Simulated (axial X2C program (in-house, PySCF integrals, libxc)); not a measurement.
Low determinants of RuB at the PBE0 level, with spin–orbit coupling

Computed with an in-house relativistic program for diatomic molecules. Two-component (2c) means X2C with spin–orbit coupling and atomic mean-field two-electron Coulomb and Gaunt terms. Basis: Ru dyall-cv3z [12s12p8d5f3g], B dyall-v3z [7s6p2d1f] (cores contracted in-house); Gaussian nuclei, density fitting, unrestricted open shells. Masses: Ru 101.904 u, B 11.009 u.

Search at 1.694 Å (vertical energies from the lowest determinant):

```
ΔE (eV)    state  electrons beyond evenly filled partner blocks  electrons in ±ω = 1/2, 3/2, 5/2, 7/2
   0.00  Ω = 5/2                                        ω = 5/2                             32 14 3 0
   0.22  Ω = 3/2                                        ω = 3/2                             32 13 4 0
   0.51  Ω = 3/2                     ω = 1/2, ω = -3/2, ω = 5/2                             33 13 3 0
   0.90  Ω = 1/2                    ω = -1/2, ω = -3/2, ω = 5/2                             33 13 3 0
   1.13  Ω = 7/2                           2 × ω = 1/2, ω = 5/2                             32 14 3 0
   1.36  Ω = 1/2                          2 × ω = -1/2, ω = 3/2                             32 13 4 0
   1.48  Ω = 1/2                                        ω = 1/2                             33 14 2 0
```

Lowest determinant, Ω = 5/2 (⟨Sz⟩ = 0.50, ⟨Lz⟩ = 2.00 at PBE0): Re = 1.692 Å, ωe = 951.8 cm⁻¹.

The determinant in row 2 of the search, Ω = 3/2 (⟨Sz⟩ = -0.50, ⟨Lz⟩ = 2.00 at PBE0), was followed along the bond at PBE0; measured from the minimum of the lowest determinant it gives:

Te = 0.220 eV (1774 cm⁻¹), Re = 1.692 Å, ωe = 951.9 cm⁻¹.

**Question.** Compare the bond of the determinant in row 2 with that of the lowest one.

**Answer.** At PBE0 its Re is the same within 0.001 Å and its force constant, which goes as ωe², is 1.00 times that of the lowest determinant. T0 ≈ Te + Δωe/2 = 1774 + (0) = 1774 cm⁻¹.

The search compares states at one distance, so a state with another bond length can lie lower; it is not exhaustive and yields mostly the lowest determinant of each block pattern, so other components and higher states of one pattern are missing. These are energies of single determinants, not of spin-adapted states; PBE0 term energies can be off by some tenths of an eV, and the functional has no current term. The lowest determinant need not be the ground state where others lie within half an eV.
